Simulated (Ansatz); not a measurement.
Start from `N[SiH](O)[SiH2]F` and change one atom or group to get `N[SiH2][SiH2]F`.

Ansatz, PBE0-D4/def2-TZVP geometries, multiplicity 1. Each molecule was computed in one conformer, which needn't be the lowest.

```
                                          property  `N[SiH](O)[SiH2]F`
                LUMO energy (PBE0/def2-TZVPP) / eV               -0.63
                HOMO energy (PBE0/def2-TZVPP) / eV               -7.76
size of the dipole moment (ωB97M-V/def2-TZVPP) / D                2.08
             LUMO energy (ωB97M-V/def2-TZVPP) / eV                1.11
                 LUMO energy (PBE/def2-TZVPP) / eV               -1.47
                 HOMO energy (PBE/def2-TZVPP) / eV               -6.39
```

Question: Give the same properties after the change, and the shifts. (An estimate is asked.)

Answer: Ansatz gave: 
```
                                          property  `N[SiH2][SiH2]F`  shift
                LUMO energy (PBE0/def2-TZVPP) / eV             -0.73  -0.10
                HOMO energy (PBE0/def2-TZVPP) / eV             -7.47   0.29
size of the dipole moment (ωB97M-V/def2-TZVPP) / D              1.56  -0.52
             LUMO energy (ωB97M-V/def2-TZVPP) / eV              1.00  -0.11
                 LUMO energy (PBE/def2-TZVPP) / eV             -1.59  -0.12
                 HOMO energy (PBE/def2-TZVPP) / eV             -6.10   0.29
```

With PBE0 the HOMO rises by 0.29 eV and the LUMO falls by 0.10 eV, so the gap narrows by about 0.39 eV. PBE moves the HOMO by 0.29 eV and ωB97M-V by 0.21 eV. Dipoles are sizes alone; their direction can turn.
